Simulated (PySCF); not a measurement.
# Computed records: B2H3

Calculation on a computer-drawn molecule: vertical ionisation energy to the stated ion spin, frozen-core CCSD(T) at the basis limit and cheaper methods, single-reference cases, UHF for radicals, no spin-orbit; all values are single points at the evaluated structure, the first of each entry, which is the reference or a displaced copy of it and isn't optimised; the reference structure only sets the zero of the energies above reference; triples share is (T) over the correlation energy. Program: PySCF 2.14.0.

Common to all runs: charge 0; multiplicity 2; ion multiplicity 1; diffuse functions no; basis cc-pVnZ; reference is the Hartree-Fock double-zeta minimum; best is HF at quadruple zeta + MP2 correlation extrapolated from triple and quadruple zeta + CCSD(T) minus MP2 at triple zeta; basis step is the size of the change from the same recipe one zeta lower.

```yaml
- entry: 1
  formula: B2H3
  evaluated_structure:
    atoms_angstrom:
      - [B, -0.0355, -0.6514, 0.5895]
      - [B, -0.3352, 0.3665, 1.7867]
      - [H, 0.1633, -1.3958, -0.2761]
      - [H, -1.4153, 0.513, 2.3187]
      - [H, 0.5833, 1.0296, 2.2728]
  reference_structure:
    atoms_angstrom:
      - [B, -0.0584, -0.6571, 0.606]
      - [B, -0.3229, 0.3559, 1.8146]
      - [H, 0.1372, -1.4049, -0.2895]
      - [H, -1.4236, 0.4655, 2.2843]
      - [H, 0.5774, 1.0145, 2.2618]
  given:
    drawn_bonds_atom: [1, 1, 2, 2]
    drawn_bonds_other_atom: [2, 3, 4, 5]
    drawn_bonds_order: [1, 1, 1, 1]
  results:
    "ionisation_energy_best [eV]": 8.73
    "ionisation_energy_basis_step [eV]": 0.0183
    "energy_above_reference_best [kcal/mol]": 0.8354
    "energy_above_reference_basis_step [kcal/mol]": 0.01226
    triple_zeta_method: [HF, PBE, r2SCAN, B3LYP, wB97X, MP2, CCSD, "CCSD(T)"]
    "triple_zeta_ionisation_energy [eV]": [8.002, 9.004, 9.057, 8.892, 8.721, 8.619, 8.624, 8.684]
    "triple_zeta_energy_above_reference [kcal/mol]": [0.8475, 0.5961, 0.6848, 0.739, 0.8109, 0.8999, 0.8337, 0.8112]
    "total_energy_HF_triple_zeta [hartree]": -51.0341
    "total_energy_CCSD(T)_triple_zeta [hartree]": -51.2530
    "total_energy_best [hartree]": -51.2765
    T1_diagnostic_at_triple_zeta: 0.01946
    D1_diagnostic_at_triple_zeta: 0.05426
    spin_squared_at_triple_zeta: 0.7584
    ion_T1_diagnostic_at_triple_zeta: 0.01361
    ion_D1_diagnostic_at_triple_zeta: 0.03472
    triples_share_at_triple_zeta: 0.03137
    basis_functions_triple_zeta: 102
    "dipole_magnitude_HF_at_triple_zeta [debye]": 1.428
    "dipole_magnitude_CCSD_unrelaxed_at_triple_zeta [debye]": 1.485
    "dipole_magnitude_PBE_at_triple_zeta [debye]": 1.352
    "dipole_magnitude_r2SCAN_at_triple_zeta [debye]": 1.382
    "dipole_magnitude_B3LYP_at_triple_zeta [debye]": 1.434
    "dipole_magnitude_wB97X_at_triple_zeta [debye]": 1.505
- entry: 2
  formula: B2H3
  evaluated_structure:
    atoms_angstrom:
      - [B, -0.0355, -0.6514, 0.5895]
      - [B, -0.3352, 0.3665, 1.7867]
      - [H, 0.1633, -1.3958, -0.2761]
      - [H, -1.4153, 0.513, 2.3187]
      - [H, 0.5975, 1.0398, 2.2803]
  reference_structure:
    atoms_angstrom:
      - [B, -0.0584, -0.6571, 0.606]
      - [B, -0.3229, 0.3559, 1.8146]
      - [H, 0.1372, -1.4049, -0.2895]
      - [H, -1.4236, 0.4655, 2.2843]
      - [H, 0.5774, 1.0145, 2.2618]
  given:
    drawn_bonds_atom: [1, 1, 2, 2]
    drawn_bonds_other_atom: [2, 3, 4, 5]
    drawn_bonds_order: [1, 1, 1, 1]
  results:
    "ionisation_energy_best [eV]": 8.734
    "ionisation_energy_basis_step [eV]": 0.01826
    "energy_above_reference_best [kcal/mol]": 1.238
    "energy_above_reference_basis_step [kcal/mol]": 0.02369
    triple_zeta_method: [HF, PBE, r2SCAN, B3LYP, wB97X, MP2, CCSD, "CCSD(T)"]
    "triple_zeta_ionisation_energy [eV]": [8.007, 9.005, 9.059, 8.895, 8.725, 8.623, 8.628, 8.688]
    "triple_zeta_energy_above_reference [kcal/mol]": [1.305, 0.8963, 1.059, 1.151, 1.212, 1.346, 1.239, 1.199]
    "total_energy_HF_triple_zeta [hartree]": -51.0334
    "total_energy_CCSD(T)_triple_zeta [hartree]": -51.2524
    "total_energy_best [hartree]": -51.2759
    T1_diagnostic_at_triple_zeta: 0.01953
    D1_diagnostic_at_triple_zeta: 0.05417
    spin_squared_at_triple_zeta: 0.7584
    ion_T1_diagnostic_at_triple_zeta: 0.01374
    ion_D1_diagnostic_at_triple_zeta: 0.03508
    triples_share_at_triple_zeta: 0.03147
    basis_functions_triple_zeta: 102
    "dipole_magnitude_HF_at_triple_zeta [debye]": 1.445
    "dipole_magnitude_CCSD_unrelaxed_at_triple_zeta [debye]": 1.496
    "dipole_magnitude_PBE_at_triple_zeta [debye]": 1.358
    "dipole_magnitude_r2SCAN_at_triple_zeta [debye]": 1.391
    "dipole_magnitude_B3LYP_at_triple_zeta [debye]": 1.443
    "dipole_magnitude_wB97X_at_triple_zeta [debye]": 1.516
- entry: 3
  formula: B2H3
  evaluated_structure:
    atoms_angstrom:
      - [B, -0.0355, -0.6514, 0.5895]
      - [B, -0.3352, 0.3665, 1.7867]
      - [H, 0.1633, -1.3958, -0.2761]
      - [H, -1.4153, 0.513, 2.3187]
      - [H, 0.6273, 1.0613, 2.2961]
  reference_structure:
    atoms_angstrom:
      - [B, -0.0584, -0.6571, 0.606]
      - [B, -0.3229, 0.3559, 1.8146]
      - [H, 0.1372, -1.4049, -0.2895]
      - [H, -1.4236, 0.4655, 2.2843]
      - [H, 0.5774, 1.0145, 2.2618]
  given:
    drawn_bonds_atom: [1, 1, 2, 2]
    drawn_bonds_other_atom: [2, 3, 4, 5]
    drawn_bonds_order: [1, 1, 1, 1]
  results:
    "ionisation_energy_best [eV]": 8.741
    "ionisation_energy_basis_step [eV]": 0.01818
    "energy_above_reference_best [kcal/mol]": 2.541
    "energy_above_reference_basis_step [kcal/mol]": 0.04637
    triple_zeta_method: [HF, PBE, r2SCAN, B3LYP, wB97X, MP2, CCSD, "CCSD(T)"]
    "triple_zeta_ionisation_energy [eV]": [8.019, 9.009, 9.065, 8.9, 8.733, 8.631, 8.636, 8.696]
    "triple_zeta_energy_above_reference [kcal/mol]": [2.744, 1.982, 2.302, 2.467, 2.523, 2.753, 2.55, 2.473]
    "total_energy_HF_triple_zeta [hartree]": -51.0311
    "total_energy_CCSD(T)_triple_zeta [hartree]": -51.2504
    "total_energy_best [hartree]": -51.2738
    T1_diagnostic_at_triple_zeta: 0.01968
    D1_diagnostic_at_triple_zeta: 0.05397
    spin_squared_at_triple_zeta: 0.7585
    ion_T1_diagnostic_at_triple_zeta: 0.01404
    ion_D1_diagnostic_at_triple_zeta: 0.0359
    triples_share_at_triple_zeta: 0.03171
    basis_functions_triple_zeta: 102
    "dipole_magnitude_HF_at_triple_zeta [debye]": 1.482
    "dipole_magnitude_CCSD_unrelaxed_at_triple_zeta [debye]": 1.519
    "dipole_magnitude_PBE_at_triple_zeta [debye]": 1.373
    "dipole_magnitude_r2SCAN_at_triple_zeta [debye]": 1.411
    "dipole_magnitude_B3LYP_at_triple_zeta [debye]": 1.465
    "dipole_magnitude_wB97X_at_triple_zeta [debye]": 1.543
- entry: 4
  formula: B2H3
  evaluated_structure:
    atoms_angstrom:
      - [B, -0.0355, -0.6514, 0.5895]
      - [B, -0.3352, 0.3665, 1.7867]
      - [H, 0.1633, -1.3958, -0.2761]
      - [H, -1.4153, 0.513, 2.3187]
      - [H, 0.6518, 1.0791, 2.3091]
  reference_structure:
    atoms_angstrom:
      - [B, -0.0584, -0.6571, 0.606]
      - [B, -0.3229, 0.3559, 1.8146]
      - [H, 0.1372, -1.4049, -0.2895]
      - [H, -1.4236, 0.4655, 2.2843]
      - [H, 0.5774, 1.0145, 2.2618]
  given:
    drawn_bonds_atom: [1, 1, 2, 2]
    drawn_bonds_other_atom: [2, 3, 4, 5]
    drawn_bonds_order: [1, 1, 1, 1]
  results:
    "ionisation_energy_best [eV]": 8.748
    "ionisation_energy_basis_step [eV]": 0.01814
    "energy_above_reference_best [kcal/mol]": 4.009
    "energy_above_reference_basis_step [kcal/mol]": 0.06324
    triple_zeta_method: [HF, PBE, r2SCAN, B3LYP, wB97X, MP2, CCSD, "CCSD(T)"]
    "triple_zeta_ionisation_energy [eV]": [8.029, 9.013, 9.07, 8.905, 8.74, 8.639, 8.643, 8.702]
    "triple_zeta_energy_above_reference [kcal/mol]": [4.347, 3.271, 3.722, 3.942, 4.012, 4.321, 4.03, 3.919]
    "total_energy_HF_triple_zeta [hartree]": -51.0285
    "total_energy_CCSD(T)_triple_zeta [hartree]": -51.2481
    "total_energy_best [hartree]": -51.2715
    T1_diagnostic_at_triple_zeta: 0.01982
    D1_diagnostic_at_triple_zeta: 0.05379
    spin_squared_at_triple_zeta: 0.7585
    ion_T1_diagnostic_at_triple_zeta: 0.01431
    ion_D1_diagnostic_at_triple_zeta: 0.03665
    triples_share_at_triple_zeta: 0.03192
    basis_functions_triple_zeta: 102
    "dipole_magnitude_HF_at_triple_zeta [debye]": 1.516
    "dipole_magnitude_CCSD_unrelaxed_at_triple_zeta [debye]": 1.539
    "dipole_magnitude_PBE_at_triple_zeta [debye]": 1.387
    "dipole_magnitude_r2SCAN_at_triple_zeta [debye]": 1.429
    "dipole_magnitude_B3LYP_at_triple_zeta [debye]": 1.484
    "dipole_magnitude_wB97X_at_triple_zeta [debye]": 1.567
- entry: 5
  formula: B2H3
  evaluated_structure:
    atoms_angstrom:
      - [B, -0.0355, -0.6514, 0.5895]
      - [B, -0.3352, 0.3665, 1.7867]
      - [H, 0.1633, -1.3958, -0.2761]
      - [H, -1.4153, 0.513, 2.3187]
      - [H, 0.739, 1.142, 2.3552]
  reference_structure:
    atoms_angstrom:
      - [B, -0.0584, -0.6571, 0.606]
      - [B, -0.3229, 0.3559, 1.8146]
      - [H, 0.1372, -1.4049, -0.2895]
      - [H, -1.4236, 0.4655, 2.2843]
      - [H, 0.5774, 1.0145, 2.2618]
  given:
    drawn_bonds_atom: [1, 1, 2, 2]
    drawn_bonds_other_atom: [2, 3, 4, 5]
    drawn_bonds_order: [1, 1, 1, 1]
  results:
    "ionisation_energy_best [eV]": 8.772
    "ionisation_energy_basis_step [eV]": 0.0181
    "energy_above_reference_best [kcal/mol]": 11.24
    "energy_above_reference_basis_step [kcal/mol]": 0.1059
    triple_zeta_method: [HF, PBE, r2SCAN, B3LYP, wB97X, MP2, CCSD, "CCSD(T)"]
    "triple_zeta_ionisation_energy [eV]": [8.068, 9.025, 9.088, 8.923, 8.766, 8.665, 8.668, 8.727]
    "triple_zeta_energy_above_reference [kcal/mol]": [12.22, 9.889, 10.81, 11.18, 11.43, 12.01, 11.33, 11.08]
    "total_energy_HF_triple_zeta [hartree]": -51.0160
    "total_energy_CCSD(T)_triple_zeta [hartree]": -51.2367
    "total_energy_best [hartree]": -51.2600
    T1_diagnostic_at_triple_zeta: 0.02051
    D1_diagnostic_at_triple_zeta: 0.05303
    spin_squared_at_triple_zeta: 0.759
    ion_T1_diagnostic_at_triple_zeta: 0.0154
    ion_D1_diagnostic_at_triple_zeta: 0.03975
    triples_share_at_triple_zeta: 0.03274
    basis_functions_triple_zeta: 102
    "dipole_magnitude_HF_at_triple_zeta [debye]": 1.658
    "dipole_magnitude_CCSD_unrelaxed_at_triple_zeta [debye]": 1.62
    "dipole_magnitude_PBE_at_triple_zeta [debye]": 1.442
    "dipole_magnitude_r2SCAN_at_triple_zeta [debye]": 1.502
    "dipole_magnitude_B3LYP_at_triple_zeta [debye]": 1.562
    "dipole_magnitude_wB97X_at_triple_zeta [debye]": 1.666
- entry: 6
  formula: B2H3
  evaluated_structure:
    atoms_angstrom:
      - [B, -0.0355, -0.6514, 0.5895]
      - [B, -0.3352, 0.3665, 1.7867]
      - [H, 0.1633, -1.3958, -0.2761]
      - [H, -1.4153, 0.513, 2.3187]
      - [H, 0.9648, 1.305, 2.4747]
  reference_structure:
    atoms_angstrom:
      - [B, -0.0584, -0.6571, 0.606]
      - [B, -0.3229, 0.3559, 1.8146]
      - [H, 0.1372, -1.4049, -0.2895]
      - [H, -1.4236, 0.4655, 2.2843]
      - [H, 0.5774, 1.0145, 2.2618]
  given:
    drawn_bonds_atom: [1, 1, 2, 2]
    drawn_bonds_other_atom: [2, 3, 4, 5]
    drawn_bonds_order: [1, 1, 1, 1]
  results:
    "ionisation_energy_best [eV]": 8.828
    "ionisation_energy_basis_step [eV]": 0.01763
    "energy_above_reference_best [kcal/mol]": 35.73
    "energy_above_reference_basis_step [kcal/mol]": 0.08897
    triple_zeta_method: [HF, PBE, r2SCAN, B3LYP, wB97X, MP2, CCSD, "CCSD(T)"]
    "triple_zeta_ionisation_energy [eV]": [8.181, 9.058, 9.137, 8.972, 8.84, 8.715, 8.724, 8.782]
    "triple_zeta_energy_above_reference [kcal/mol]": [39.52, 33.22, 35.34, 35.91, 37.47, 38.78, 36.25, 35.47]
    "total_energy_HF_triple_zeta [hartree]": -50.9725
    "total_energy_CCSD(T)_triple_zeta [hartree]": -51.1978
    "total_energy_best [hartree]": -51.2209
    T1_diagnostic_at_triple_zeta: 0.02692
    D1_diagnostic_at_triple_zeta: 0.08723
    spin_squared_at_triple_zeta: 0.779
    ion_T1_diagnostic_at_triple_zeta: 0.0192
    ion_D1_diagnostic_at_triple_zeta: 0.05068
    triples_share_at_triple_zeta: 0.03586
    basis_functions_triple_zeta: 102
    "dipole_magnitude_HF_at_triple_zeta [debye]": 2.152
    "dipole_magnitude_CCSD_unrelaxed_at_triple_zeta [debye]": 1.857
    "dipole_magnitude_PBE_at_triple_zeta [debye]": 1.625
    "dipole_magnitude_r2SCAN_at_triple_zeta [debye]": 1.743
    "dipole_magnitude_B3LYP_at_triple_zeta [debye]": 1.828
    "dipole_magnitude_wB97X_at_triple_zeta [debye]": 2.016
- entry: 7
  formula: B2H3
  evaluated_structure:
    atoms_angstrom:
      - [B, -0.0684, -0.595, 0.6605]
      - [B, -0.3775, 0.3806, 1.814]
      - [H, 0.2521, -1.3872, -0.257]
      - [H, -1.4081, 0.4479, 2.3642]
      - [H, 0.5386, 1.0547, 2.2228]
  reference_structure:
    atoms_angstrom:
      - [B, -0.0584, -0.6571, 0.606]
      - [B, -0.3229, 0.3559, 1.8146]
      - [H, 0.1372, -1.4049, -0.2895]
      - [H, -1.4236, 0.4655, 2.2843]
      - [H, 0.5774, 1.0145, 2.2618]
  given:
    drawn_bonds_atom: [1, 1, 2, 2]
    drawn_bonds_other_atom: [2, 3, 4, 5]
    drawn_bonds_order: [1, 1, 1, 1]
  results:
    "ionisation_energy_best [eV]": 8.879
    "ionisation_energy_basis_step [eV]": 0.01751
    "energy_above_reference_best [kcal/mol]": 1.774
    "energy_above_reference_basis_step [kcal/mol]": 0.1361
    triple_zeta_method: [HF, PBE, r2SCAN, B3LYP, wB97X, MP2, CCSD, "CCSD(T)"]
    "triple_zeta_ionisation_energy [eV]": [8.152, 9.152, 9.21, 9.038, 8.872, 8.774, 8.773, 8.834]
    "triple_zeta_energy_above_reference [kcal/mol]": [2.734, 1.224, 1.337, 1.548, 1.584, 2.002, 2.005, 1.939]
    "total_energy_HF_triple_zeta [hartree]": -51.0311
    "total_energy_CCSD(T)_triple_zeta [hartree]": -51.2512
    "total_energy_best [hartree]": -51.2750
    T1_diagnostic_at_triple_zeta: 0.01879
    D1_diagnostic_at_triple_zeta: 0.04911
    spin_squared_at_triple_zeta: 0.7588
    ion_T1_diagnostic_at_triple_zeta: 0.01325
    ion_D1_diagnostic_at_triple_zeta: 0.03323
    triples_share_at_triple_zeta: 0.03151
    basis_functions_triple_zeta: 102
    "dipole_magnitude_HF_at_triple_zeta [debye]": 1.34
    "dipole_magnitude_CCSD_unrelaxed_at_triple_zeta [debye]": 1.37
    "dipole_magnitude_PBE_at_triple_zeta [debye]": 1.214
    "dipole_magnitude_r2SCAN_at_triple_zeta [debye]": 1.244
    "dipole_magnitude_B3LYP_at_triple_zeta [debye]": 1.302
    "dipole_magnitude_wB97X_at_triple_zeta [debye]": 1.382
- entry: 8
  formula: B2H3
  evaluated_structure:
    atoms_angstrom:
      - [B, -0.0343, -0.649, 0.5969]
      - [B, -0.3169, 0.3632, 1.8154]
      - [H, 0.1563, -1.389, -0.2893]
      - [H, -1.5448, 0.4706, 2.3207]
      - [H, 0.571, 1.024, 2.2504]
  reference_structure:
    atoms_angstrom:
      - [B, -0.0584, -0.6571, 0.606]
      - [B, -0.3229, 0.3559, 1.8146]
      - [H, 0.1372, -1.4049, -0.2895]
      - [H, -1.4236, 0.4655, 2.2843]
      - [H, 0.5774, 1.0145, 2.2618]
  given:
    drawn_bonds_atom: [1, 1, 2, 2]
    drawn_bonds_other_atom: [2, 3, 4, 5]
    drawn_bonds_order: [1, 1, 1, 1]
  results:
    "ionisation_energy_best [eV]": 8.712
    "ionisation_energy_basis_step [eV]": 0.01876
    "energy_above_reference_best [kcal/mol]": 4.273
    "energy_above_reference_basis_step [kcal/mol]": 0.04305
    triple_zeta_method: [HF, PBE, r2SCAN, B3LYP, wB97X, MP2, CCSD, "CCSD(T)"]
    "triple_zeta_ionisation_energy [eV]": [7.983, 8.987, 9.042, 8.875, 8.704, 8.601, 8.604, 8.665]
    "triple_zeta_energy_above_reference [kcal/mol]": [4.557, 3.758, 4.195, 4.352, 4.335, 4.545, 4.271, 4.173]
    "total_energy_HF_triple_zeta [hartree]": -51.0282
    "total_energy_CCSD(T)_triple_zeta [hartree]": -51.2477
    "total_energy_best [hartree]": -51.2711
    T1_diagnostic_at_triple_zeta: 0.01952
    D1_diagnostic_at_triple_zeta: 0.05447
    spin_squared_at_triple_zeta: 0.7586
    ion_T1_diagnostic_at_triple_zeta: 0.01365
    ion_D1_diagnostic_at_triple_zeta: 0.03451
    triples_share_at_triple_zeta: 0.03183
    basis_functions_triple_zeta: 102
    "dipole_magnitude_HF_at_triple_zeta [debye]": 1.47
    "dipole_magnitude_CCSD_unrelaxed_at_triple_zeta [debye]": 1.521
    "dipole_magnitude_PBE_at_triple_zeta [debye]": 1.396
    "dipole_magnitude_r2SCAN_at_triple_zeta [debye]": 1.432
    "dipole_magnitude_B3LYP_at_triple_zeta [debye]": 1.476
    "dipole_magnitude_wB97X_at_triple_zeta [debye]": 1.551
- entry: 9
  formula: B2H3
  evaluated_structure:
    atoms_angstrom:
      - [B, -0.0359, -0.6188, 0.5917]
      - [B, -0.3689, 0.3141, 1.829]
      - [H, 0.1361, -1.4102, -0.288]
      - [H, -1.4517, 0.486, 2.2813]
      - [H, 0.5566, 1.0484, 2.2503]
  reference_structure:
    atoms_angstrom:
      - [B, -0.0584, -0.6571, 0.606]
      - [B, -0.3229, 0.3559, 1.8146]
      - [H, 0.1372, -1.4049, -0.2895]
      - [H, -1.4236, 0.4655, 2.2843]
      - [H, 0.5774, 1.0145, 2.2618]
  given:
    drawn_bonds_atom: [1, 1, 2, 2]
    drawn_bonds_other_atom: [2, 3, 4, 5]
    drawn_bonds_order: [1, 1, 1, 1]
  results:
    "ionisation_energy_best [eV]": 8.773
    "ionisation_energy_basis_step [eV]": 0.01812
    "energy_above_reference_best [kcal/mol]": 1.41
    "energy_above_reference_basis_step [kcal/mol]": 0.05586
    triple_zeta_method: [HF, PBE, r2SCAN, B3LYP, wB97X, MP2, CCSD, "CCSD(T)"]
    "triple_zeta_ionisation_energy [eV]": [8.046, 9.048, 9.103, 8.935, 8.764, 8.664, 8.667, 8.728]
    "triple_zeta_energy_above_reference [kcal/mol]": [1.789, 0.9656, 1.161, 1.33, 1.338, 1.571, 1.479, 1.419]
    "total_energy_HF_triple_zeta [hartree]": -51.0326
    "total_energy_CCSD(T)_triple_zeta [hartree]": -51.2521
    "total_energy_best [hartree]": -51.2756
    T1_diagnostic_at_triple_zeta: 0.01937
    D1_diagnostic_at_triple_zeta: 0.05327
    spin_squared_at_triple_zeta: 0.7587
    ion_T1_diagnostic_at_triple_zeta: 0.01352
    ion_D1_diagnostic_at_triple_zeta: 0.03419
    triples_share_at_triple_zeta: 0.03156
    basis_functions_triple_zeta: 102
    "dipole_magnitude_HF_at_triple_zeta [debye]": 1.401
    "dipole_magnitude_CCSD_unrelaxed_at_triple_zeta [debye]": 1.452
    "dipole_magnitude_PBE_at_triple_zeta [debye]": 1.316
    "dipole_magnitude_r2SCAN_at_triple_zeta [debye]": 1.347
    "dipole_magnitude_B3LYP_at_triple_zeta [debye]": 1.398
    "dipole_magnitude_wB97X_at_triple_zeta [debye]": 1.472
- entry: 10
  formula: B2H3
  evaluated_structure:
    atoms_angstrom:
      - [B, -0.0359, -0.6188, 0.5917]
      - [B, -0.3731, 0.3259, 1.8446]
      - [H, 0.1361, -1.4102, -0.288]
      - [H, -1.4559, 0.4978, 2.2969]
      - [H, 0.5524, 1.0602, 2.2659]
  reference_structure:
    atoms_angstrom:
      - [B, -0.0584, -0.6571, 0.606]
      - [B, -0.3229, 0.3559, 1.8146]
      - [H, 0.1372, -1.4049, -0.2895]
      - [H, -1.4236, 0.4655, 2.2843]
      - [H, 0.5774, 1.0145, 2.2618]
  given:
    drawn_bonds_atom: [1, 1, 2, 2]
    drawn_bonds_other_atom: [2, 3, 4, 5]
    drawn_bonds_order: [1, 1, 1, 1]
  results:
    "ionisation_energy_best [eV]": 8.722
    "ionisation_energy_basis_step [eV]": 0.01849
    "energy_above_reference_best [kcal/mol]": 1.719
    "energy_above_reference_basis_step [kcal/mol]": 0.009973
    triple_zeta_method: [HF, PBE, r2SCAN, B3LYP, wB97X, MP2, CCSD, "CCSD(T)"]
    "triple_zeta_ionisation_energy [eV]": [7.991, 9.0, 9.053, 8.886, 8.711, 8.61, 8.615, 8.676]
    "triple_zeta_energy_above_reference [kcal/mol]": [1.899, 1.342, 1.58, 1.729, 1.693, 1.857, 1.713, 1.655]
    "total_energy_HF_triple_zeta [hartree]": -51.0324
    "total_energy_CCSD(T)_triple_zeta [hartree]": -51.2517
    "total_energy_best [hartree]": -51.2751
    T1_diagnostic_at_triple_zeta: 0.01959
    D1_diagnostic_at_triple_zeta: 0.05538
    spin_squared_at_triple_zeta: 0.7588
    ion_T1_diagnostic_at_triple_zeta: 0.01342
    ion_D1_diagnostic_at_triple_zeta: 0.03388
    triples_share_at_triple_zeta: 0.03157
    basis_functions_triple_zeta: 102
    "dipole_magnitude_HF_at_triple_zeta [debye]": 1.376
    "dipole_magnitude_CCSD_unrelaxed_at_triple_zeta [debye]": 1.45
    "dipole_magnitude_PBE_at_triple_zeta [debye]": 1.33
    "dipole_magnitude_r2SCAN_at_triple_zeta [debye]": 1.356
    "dipole_magnitude_B3LYP_at_triple_zeta [debye]": 1.404
    "dipole_magnitude_wB97X_at_triple_zeta [debye]": 1.471
```
